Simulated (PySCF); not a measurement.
CH9ClOSi3, SMILES [SiH3][Si@@H](O[SiH2]C)Cl. Heavy atoms are numbered as in [CH3:1][SiH2:2][O:3][Si@H:4]([SiH3:5])[Cl:6]. Hydrogens are named by the atom that carries them.

The structure is a stationary point at PBE-D3(BJ)/def2-SVP. The structure was generated by enumeration; whether it is a known compound was not checked. One conformer was computed; it need not be the lowest.

These are PBE/pcSseg-1 (PySCF) values and carry that method's errors.

GIAO shieldings, no solvent; atoms alike by connectivity are averaged. δ = σ(ref) − σ: ¹³C against TMS (σ = 182.0 ppm); ²⁹Si against TMS (σ = 335.4 ppm); ¹⁷O against H2O (σ = 334.3 ppm); ³⁵Cl against HCl (σ = 936.5 ppm); ¹H against TMS (σ = 31.49 ppm), references at their B3LYP-D3(BJ)/def2-TZVP geometries, non-relativistic (without spin–orbit terms, shifts of atoms bonded to Cl or Br come out too high).

Computed chemical shifts:
```
nucleus       atoms  count  δ (ppm)
-------  ----------  -----  -------
¹³C        C1 (CH3)      1      2.4
²⁹Si      Si4 (SiH)      1     11.9
²⁹Si     Si2 (SiH2)      1     -9.5
²⁹Si     Si5 (SiH3)      1   -110.0
¹⁷O              O3      1     90.1
³⁵Cl            Cl6      1    106.3
¹H         H on Si4      1     6.64
¹H         H on Si2      2     5.77
¹H         H on Si5      3     4.04
¹H          H on C1      3     0.96
```
